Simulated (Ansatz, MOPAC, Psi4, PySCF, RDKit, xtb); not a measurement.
Noncovalent pair: CH4O (SMILES CO) (first 6 atoms) with H4OSi (SMILES O[SiH3]); geometry from B3LYP-D3(BJ)/def2-TZVP, rigid monomers moved along the line of their centres of mass till O2···H9 is 1.63 Å.
(charge 0, multiplicity 1):
```xyz
12

C     -0.063     0.092     0.184
O     -0.998     0.348     1.236
H     -0.101    -0.951    -0.143
H      0.925     0.296     0.590
H     -0.239     0.751    -0.669
H     -1.890     0.168     0.922
O     -0.118    -0.996     3.280
Si     0.976    -0.202     4.209
H     -0.539    -0.505     2.551
H      2.066     0.395     3.391
H      1.559    -1.196     5.137
H      0.363     0.897     4.999
```

```json
[
 {"level": "UFF", "interaction energy (kJ/mol)": "623.2", "cost": "-"},
 {"level": "AM1", "interaction energy (kJ/mol)": "15.6", "cost": "-"},
 {"level": "PM6", "interaction energy (kJ/mol)": "-21.4", "cost": "-"},
 {"level": "PM7", "interaction energy (kJ/mol)": "-26.6", "cost": "-"},
 {"level": "GFN2-xTB", "interaction energy (kJ/mol)": "-20.9", "cost": "-"},
 {"level": "HF/6-31G*", "interaction energy (kJ/mol)": "-15.2", "cost": "-"},
 {"level": "PBE/def2-TZVPPD", "interaction energy (kJ/mol)": "-24.6", "cost": "×1"},
 {"level": "PBE-D3(BJ)/def2-TZVPPD", "interaction energy (kJ/mol)": "-30.1", "cost": "×1"},
 {"level": "PBE-D4/def2-TZVPPD", "interaction energy (kJ/mol)": "-30.3", "cost": "×1"},
 {"level": "BP86/6-31G* (no counterpoise)", "interaction energy (kJ/mol)": "-34.6", "cost": "-"},
 {"level": "r2SCAN-D4/def2-TZVPPD", "interaction energy (kJ/mol)": "-30.1", "cost": "×1"},
 {"level": "B3LYP/3-21G (no counterpoise)", "interaction energy (kJ/mol)": "-69.2", "cost": "-"},
 {"level": "B3LYP/6-31G* (no counterpoise)", "interaction energy (kJ/mol)": "-35.5", "cost": "-"},
 {"level": "B3LYP/def2-TZVPPD", "interaction energy (kJ/mol)": "-20.5", "cost": "×1"},
 {"level": "PBE0/def2-TZVPPD", "interaction energy (kJ/mol)": "-25.0", "cost": "×1"},
 {"level": "PBE0-D3(BJ)/def2-TZVPPD", "interaction energy (kJ/mol)": "-30.2", "cost": "×1"},
 {"level": "M06-2X/6-31G* (no counterpoise)", "interaction energy (kJ/mol)": "-39.1", "cost": "-"},
 {"level": "MP2/6-31G* (no counterpoise)", "interaction energy (kJ/mol)": "-37.1", "cost": "-"},
 {"level": "CCSD(T)/aug-cc-pV(D+d)Z", "interaction energy (kJ/mol)": "-22.0", "cost": "×10"},
 {"level": "SAPT0/jun-cc-pV(D+d)Z", "interaction energy (kJ/mol)": "-27.7", "cost": "-"}
]
```

The rows run from -69.2 (B3LYP/3-21G (no counterpoise)) to 623.2 kJ/mol (UFF). The dispersion term adds -5.5 in PBE-D3(BJ), -5.7 in PBE-D4, -5.1 in PBE0-D3(BJ). The 3 functionals in def2-TZVPPD without D3 or D4 span 4.5, from PBE0 to B3LYP.

Interaction energies are E(AB) − E(A) − E(B) at the monomers' geometry in the complex; basis-set methods are counterpoise corrected. Rows marked so take none. RDKit's UFF carries no charges.

Cores are frozen in the correlated methods. Rows in 3-21G, 6-31G* carry no dispersion term and start afresh at each structure (6-31G* with six Cartesian d functions). MP2/6-31G* freezes PySCF's default core. The state that AM1, PM6, PM7 reach isn't checked; PM7 holds dispersion and hydrogen-bond terms.

Codes used: Ansatz (a program for electronic structure); MOPAC for AM1, PM6, PM7 (differences of heats of formation); Psi4 for SAPT; PySCF for 3-21G rows, 6-31G* rows, the dispersion terms; RDKit for the force fields; xtb for the GFN methods. 

Costs are rough ratios of core time to PBE/def2-TZVPPD (about 14 s over the structures, on one shared machine); a dash marks a level with no comparable run of its own.
